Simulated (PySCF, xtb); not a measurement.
AsH5Si, SMILES [SiH3][AsH2].

GFN2-xTB in xtb at its own geometry gives an orbital gap of 4.86 eV and a dipole moment of 0.48 D.

The structure is a stationary point at PBE-D3(BJ)/def2-TZVP.

Question: What does ωB97X/def2-TZVPD in PySCF give? (The exact figures need the calculation; the answer reports its results.)

Answer: gap 11.35 eV (levels -9.79 and 1.56 eV), dipole 0.39 D.
